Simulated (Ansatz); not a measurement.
Mulliken charges of CH5FOSi2, SMILES `F[Si@@H]1O[C@H]1[SiH3]` from PBE/def2-TZVPP in Ansatz (PBE0-D4/def2-TZVP geometry).

```json
{"atom": "F1", "x (Å)": "-2.527", "y (Å)": "0.481", "z (Å)": "-1.695", "charge (e)": "-0.260"}
{"atom": "Si2", "x (Å)": "-1.143", "y (Å)": "0.748", "z (Å)": "-0.973", "charge (e)": "0.576"}
{"atom": "O3", "x (Å)": "0.186", "y (Å)": "0.013", "z (Å)": "-1.574", "charge (e)": "-0.326"}
{"atom": "C4", "x (Å)": "-0.204", "y (Å)": "-0.583", "z (Å)": "-0.219", "charge (e)": "-0.091"}
{"atom": "Si5", "x (Å)": "1.108", "y (Å)": "-0.370", "z (Å)": "1.093", "charge (e)": "0.219"}
{"atom": "H6", "x (Å)": "-1.084", "y (Å)": "2.176", "z (Å)": "-0.633", "charge (e)": "-0.058"}
{"atom": "H7", "x (Å)": "-0.602", "y (Å)": "-1.590", "z (Å)": "-0.348", "charge (e)": "0.099"}
{"atom": "H8", "x (Å)": "2.350", "y (Å)": "-1.104", "z (Å)": "0.734", "charge (e)": "-0.046"}
{"atom": "H9", "x (Å)": "0.576", "y (Å)": "-0.896", "z (Å)": "2.378", "charge (e)": "-0.056"}
{"atom": "H10", "x (Å)": "1.424", "y (Å)": "1.075", "z (Å)": "1.239", "charge (e)": "-0.056"}
```

By hand: the dipole of these point charges (1 e Å = 4.8032 D).

Σ q r = (-0.018, 0.031, 0.419) e Å, of length 0.421 e Å = 2.02 D.

How does the dipole of the full density compare? (Estimate.)

Computed: (-0.119, 0.092, 0.242) e Å, 1.37 D; the point charges give 1.47 times that, at 27° from its direction.

Point charges leave out the atoms' own dipoles, such as those of lone pairs, and Mulliken's split depends on the basis, so the two needn't agree.
